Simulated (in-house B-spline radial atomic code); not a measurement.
**RPA and G0W0 on wB97X: the thallium ion Tl⁸⁺**

Configuration [Xe] 4f14 5d5, highest spin, mean-field start wB97X. Computed with a B-spline radial code for spherical atoms: all electrons, scalar-relativistic (spin-free one-electron X2C), finite nucleus, each spin shell either full or empty, empty states to l = 9 with an (l + 1/2)⁻⁴ tail; G0W0 by contour deformation at full frequency.

Without the two-electron picture change, the correlation of inner shells comes somewhat too large for so heavy an element.

Command:
```bash
python run_gw.py task.json out
```
Settings (radii: box in bohr, nucleus in fm):
```
Z                        81
electrons                73
configuration            [Xe] 4f14 5d5
hamiltonian              x2c
method                   wb97x
lmax                     9
rms_radius               5.4759
spin_polarised           True
box_radius               7.7
intervals                65
```

Time taken, with all properties: 5.1 s on 1 thread of Intel(R) Xeon(R) 6975P-C (shared host).

Energies (hartree):

| term | value |
| --- | --- |
| mean-field total | -20233.56618 |
| Hartree-Fock functional on these orbitals | -20226.85241 |
| direct second order | -7.3146 |
| second-order exchange | 1.8376 |
| SOSEX correction | 1.7491 |

What is the RPA correlation energy, and what remains with SOSEX?

RPA gives -6.5447 hartree (-2.44 eV per electron); RPA + SOSEX gives -4.7957, and the second-order doubles -5.4769 hartree (no singles). SOSEX takes back 27 % of the RPA value.

Quasi-particle levels (eV):

```
  level  occupied  mean field  Σx - vxc     Σc  QP weight     G0W0
  5d up       yes     -135.02     -4.71      ?          ?        ?
5p down       yes     -198.17     -5.28  -0.80      0.971  -204.25
4f down       yes     -246.15    -17.47   5.97      0.952  -257.65
5d down        no     -119.58      6.26  -3.20      0.977  -116.53
```

G0W0 = mean field + (Σx - vxc) + Σc, with Σc (partial-wave tail included) taken at the quasi-particle energy. Only the outer levels were computed. Levels of low weight are left out.

Where does G0W0 put 5d up?

At -140.26 eV, with Σc = -0.53 eV and a quasi-particle weight of 0.977. The tabulated removal energy is 135 ± 2.2 eV (NIST, tabulated theory); the calculation leaves out spin-orbit coupling, Breit and QED terms, and what these don't explain is the method's own error.
